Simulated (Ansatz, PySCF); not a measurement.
Complex: CH4O (SMILES CO) (first 6 atoms) with HBr (SMILES Br); geometry from B3LYP-D3(BJ)/def2-TZVP, rigid monomers moved along the line of their centres of mass till O2···H8 is 2.04 Å.
(charge 0, multiplicity 1):
```csv
atom,x (Å),y (Å),z (Å)
C,0.5606,-0.2775,-0.1702
O,-0.5316,-0.2531,0.7554
H,0.2002,-0.2321,-1.2003
H,1.0756,-1.2229,-0.0158
H,1.2609,0.5411,0.0129
H,-1.0102,0.5779,0.6618
Br,0.8872,-0.4207,3.9410
H,0.1949,-0.3869,2.6576
```

Counterpoise-corrected where a basis set is named; no monomer relaxation. Rows marked so take none.

Correlated levels freeze the cores. Filled d and f shells under p-block atoms count as core. Rows in 3-21G carry no dispersion term and start afresh at each structure; the Pople sets are all-electron and without relativity.

The values were computed with Ansatz (a program for electronic structure); PySCF for 3-21G rows. 

Question: Give the interaction energy at the level HF/3-21G (no counterpoise).

Answer: -347 meV

Question: What interaction energy does CCSD/aug-cc-pVDZ give?

Answer: -200 meV

Question: What interaction energy does PBE/def2-TZVPPD give?

Answer: -242 meV
